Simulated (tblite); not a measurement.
Species: C₅H₉AlN₂.
SMILES with atom numbers: `[CH3:1][Al@-:2]1([NH3+:3])[CH:4]=[C:5]([C:6]#[N:7])[CH2:8]1` (hydrogens: H9, H10, H11 on C1; H12, H13, H14 on N3; H15 on C4; H16, H17 on C8)
Bond orders are those of one Lewis drawing.

Computed with GFN2-xTB (tblite), gas phase: L-BFGS steps from a force-field or distance-geometry start until the largest atomic force falls under 0.01 eV/Å.

Step 39: E = -601.1032 eV
```
atom  x, y, z in Å  |  force x, y, z in eV/Å
C1     -1.9042   -1.5887   -0.6722    0.052   0.103   0.024
Al2    -0.4398   -0.3394   -0.1977    0.049   0.009   0.104
N3     -1.5538    1.4150    0.0362   -0.011   0.057   0.015
C4      1.2093    0.3376   -1.0866    0.066  -0.029   0.027
C5      1.8315    0.1545    0.1068    0.009  -0.046   0.021
C6      3.2173    0.2656    0.3153   -0.048   0.006  -0.031
N7      4.3567    0.3033    0.4747   -0.050   0.056   0.017
C8      0.9371   -0.2468    1.2765    0.072   0.015  -0.036
H9     -2.6110   -1.7548    0.1462   -0.039  -0.005  -0.037
H10    -2.4693   -1.1992   -1.5214   -0.154   0.026  -0.061
H11    -1.5506   -2.5705   -0.9820    0.057  -0.144   0.013
H12    -2.1917    1.3956    0.8286    0.022   0.001  -0.025
H13    -0.8623    2.1433    0.1979   -0.037   0.018   0.017
H14    -2.0835    1.6631   -0.7969    0.035  -0.024   0.034
H15     1.7987    0.6408   -1.9468    0.018  -0.046  -0.009
H16     1.3313   -1.1462    1.7671   -0.028   0.060  -0.072
H17     0.9773    0.5391    2.0444   -0.015  -0.059   0.000
```

Step 40: E = -601.1072 eV
```
atom  x, y, z in Å  |  force x, y, z in eV/Å
C1     -1.9108   -1.5811   -0.6762    0.066   0.100   0.025
Al2    -0.4394   -0.3336   -0.1981    0.000  -0.080   0.092
N3     -1.5442    1.4128    0.0443   -0.017   0.081   0.012
C4      1.2118    0.3253   -1.0919    0.070   0.013   0.065
C5      1.8314    0.1514    0.1044    0.012  -0.064   0.042
C6      3.2154    0.2723    0.3158   -0.048   0.008  -0.041
N7      4.3539    0.3224    0.4768   -0.024   0.053   0.023
C8      0.9385   -0.2460    1.2767    0.018   0.000  -0.073
H9     -2.6141   -1.7501    0.1459   -0.024   0.007  -0.062
H10    -2.4825   -1.2061   -1.5289   -0.128   0.036  -0.021
H11    -1.5505   -2.5632   -0.9806    0.058  -0.128   0.025
H12    -2.1889    1.3939    0.8304   -0.004  -0.012  -0.006
H13    -0.8662    2.1533    0.2066   -0.023   0.023   0.000
H14    -2.0694    1.6417   -0.7968    0.025  -0.001   0.023
H15     1.8035    0.6326   -1.9482    0.024  -0.058  -0.038
H16     1.3205   -1.1520    1.7651    0.003   0.081  -0.078
H17     0.9838    0.5386    2.0449   -0.008  -0.059   0.009
```

Step 41: E = -601.1100 eV
```
atom  x, y, z in Å  |  force x, y, z in eV/Å
C1     -1.9145   -1.5747   -0.6800    0.042   0.036  -0.011
Al2    -0.4400   -0.3283   -0.1965   -0.030  -0.117   0.049
N3     -1.5380    1.4151    0.0510   -0.021   0.064   0.017
C4      1.2153    0.3161   -1.0948    0.031   0.038   0.052
C5      1.8312    0.1480    0.1035    0.018  -0.059   0.031
C6      3.2132    0.2763    0.3149   -0.012   0.005  -0.020
N7      4.3507    0.3348    0.4787   -0.002   0.053   0.021
C8      0.9388   -0.2444    1.2759   -0.025  -0.005  -0.064
H9     -2.6160   -1.7495    0.1440   -0.003   0.020  -0.076
H10    -2.4958   -1.2160   -1.5360   -0.068   0.033   0.039
H11    -1.5449   -2.5586   -0.9782    0.038  -0.053   0.042
H12    -2.1872    1.3944    0.8326   -0.023  -0.017   0.008
H13    -0.8707    2.1643    0.2136   -0.003   0.041  -0.010
H14    -2.0598    1.6281   -0.7955    0.011   0.021   0.005
H15     1.8084    0.6245   -1.9498    0.022  -0.070  -0.040
H16     1.3109   -1.1551    1.7607    0.032   0.059  -0.062
H17     0.9915    0.5371    2.0461   -0.009  -0.050   0.018
```

Step 42: E = -601.1118 eV
```
atom  x, y, z in Å  |  force x, y, z in eV/Å
C1     -1.9170   -1.5703   -0.6827    0.011  -0.030  -0.038
Al2    -0.4402   -0.3283   -0.1946   -0.029  -0.097   0.006
N3     -1.5343    1.4166    0.0551   -0.013   0.038   0.013
C4      1.2183    0.3111   -1.0955   -0.012   0.037   0.020
C5      1.8316    0.1451    0.1037    0.019  -0.034   0.000
C6      3.2120    0.2799    0.3143    0.030  -0.002   0.008
N7      4.3489    0.3447    0.4803    0.004   0.054   0.015
C8      0.9387   -0.2437    1.2747   -0.037  -0.003  -0.029
H9     -2.6183   -1.7477    0.1416    0.008   0.026  -0.070
H10    -2.5055   -1.2201   -1.5394   -0.019   0.027   0.068
H11    -1.5434   -2.5567   -0.9764    0.018   0.008   0.048
H12    -2.1866    1.3935    0.8337   -0.033  -0.013   0.016
H13    -0.8730    2.1707    0.2175    0.003   0.050  -0.013
H14    -2.0532    1.6192   -0.7951    0.003   0.036  -0.002
H15     1.8120    0.6186   -1.9509    0.014  -0.077  -0.023
H16     1.3069   -1.1556    1.7573    0.049   0.017  -0.040
H17     0.9960    0.5352    2.0466   -0.016  -0.038   0.021
```

**Question.** Estimate the geometry and energy of step 43. (The exact step hangs on the optimiser's Hessian estimate; all steps are aligned on step 42, rigid shifts and turns removed.)

**Answer.** E = -601.1133 eV, largest force 0.089 eV/Å
```
atom  x, y, z in Å  |  force x, y, z in eV/Å
C1     -1.9206   -1.5665   -0.6852   -0.016  -0.074  -0.047
Al2    -0.4393   -0.3337   -0.1931   -0.013  -0.046  -0.029
N3     -1.5302    1.4150    0.0583   -0.006   0.012   0.010
C4      1.2208    0.3077   -1.0953   -0.039   0.019  -0.012
C5      1.8329    0.1424    0.1042    0.018  -0.001  -0.023
C6      3.2120    0.2854    0.3145    0.063  -0.008   0.029
N7      4.3482    0.3586    0.4821   -0.007   0.054   0.009
C8      0.9390   -0.2447    1.2733   -0.027  -0.004   0.008
H9     -2.6226   -1.7414    0.1389    0.010   0.023  -0.046
H10    -2.5135   -1.2167   -1.5396    0.017   0.017   0.065
H11    -1.5494   -2.5564   -0.9754    0.000   0.045   0.040
H12    -2.1863    1.3895    0.8336   -0.030  -0.002   0.010
H13    -0.8731    2.1726    0.2200   -0.002   0.049  -0.010
H14    -2.0452    1.6088   -0.7962   -0.003   0.046  -0.001
H15     1.8151    0.6135   -1.9519    0.002  -0.079  -0.003
H16     1.3082   -1.1549    1.7557    0.058  -0.023  -0.020
H17     0.9970    0.5330    2.0462   -0.024  -0.027   0.019
```

The energy changes by -0.0015 eV. The first-order estimate −F·Δx gives -0.0020 eV and the mean of the old and new forces, exact on a quadratic surface, -0.0015 eV. The step makes an angle of 72° with the force vector and moves no atom by more than 0.014 Å.

The cost below is that of the whole relaxation. On one thread of an Arm Neoverse N1, no GPU, shared host with 64 logical CPUs at a one-minute load of 61, this took 1.3 s.
